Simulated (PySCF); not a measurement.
B(H)(NHMe)2 (C₂H₉BN₂), SMILES CNBNC. Atoms are numbered in the order given.

```xyz
14

B     -0.5576     0.1120     0.5584
H     -1.2022     0.0232     1.5912
N      0.6492    -0.6280     0.4412
C      1.1824    -1.5500     1.4185
H      1.2215    -0.5364    -0.4008
H      2.1982    -1.2600     1.7738
H      1.2551    -2.5942     1.0349
H      0.5167    -1.5708     2.3031
N     -1.0569     0.9497    -0.4795
C     -0.4515     1.1946    -1.7693
H     -1.8872     1.5057    -0.2822
H      0.2977     2.0231    -1.7674
H     -1.2144     1.4458    -2.5357
H      0.0707     0.2843    -2.1356
```
Charge 0, spin multiplicity 1.

Geometry optimised at PBE-D3(BJ)/def2-SVP. This is a generated structure with no PubChem entry under its InChIKey; it may be hypothetical. Other conformers were not sampled.

The numbers are results of PySCF with PBE-D3(BJ)/def2-SVP, not measurements.

No scaling factor is applied to the harmonic values.

Q: Give all harmonic wavenumbers and intensities. (The exact figures need the calculation; the answer reports its results.)

A: 
```csv
mode,ν (cm⁻¹),IR (km/mol),moving atoms (share of kinetic energy)
1,82,0.4,"H 85 %, C 9 %"
2,130,2.0,"N 45 %, H 31 %, C 22 %"
3,146,0.0,"H 88 %, N 8 %"
4,187,0.4,"H 42 %, C 35 %, N 15 %, B 8 %"
5,287,0.2,"H 42 %, N 33 %, B 22 %"
6,332,2.2,"N 36 %, H 30 %, C 28 %"
7,462,107.8,H 91 %
8,572,3.3,"N 45 %, H 26 %, C 15 %, B 14 %"
9,580,54.8,"H 69 %, N 17 %, B 13 %"
10,853,10.1,"H 71 %, B 26 %"
11,904,2.1,"H 36 %, B 29 %, C 23 %, N 13 %"
12,971,10.3,"H 71 %, C 14 %"
13,1049,3.5,"H 74 %, C 16 %"
14,1097,8.3,"H 75 %, C 20 %"
15,1107,0.3,"H 75 %, C 20 %"
16,1125,20.0,"H 56 %, N 23 %, C 15 %"
17,1152,23.0,"H 40 %, N 34 %, C 24 %"
18,1207,10.0,"H 43 %, N 28 %, C 20 %, B 10 %"
19,1292,71.3,"H 66 %, B 23 %, C 8 %"
20,1394,9.6,"H 85 %, C 15 %"
21,1400,41.4,"H 83 %, C 15 %"
22,1403,17.2,"H 65 %, N 22 %, C 9 %"
23,1413,3.5,H 97 %
24,1417,24.7,H 95 %
25,1432,21.2,H 92 %
26,1454,29.7,"H 81 %, N 16 %"
27,1546,346.8,"B 37 %, N 36 %, H 27 %"
28,2521,139.3,"H 91 %, B 9 %"
29,2907,102.8,H 96 %
30,2920,104.3,H 97 %
31,2970,45.9,"H 90 %, C 10 %"
32,2986,38.2,"H 92 %, C 8 %"
33,3032,25.4,"H 91 %, C 9 %"
34,3064,12.3,"H 91 %, C 9 %"
35,3514,5.0,H 93 %
36,3568,26.8,H 93 %
```
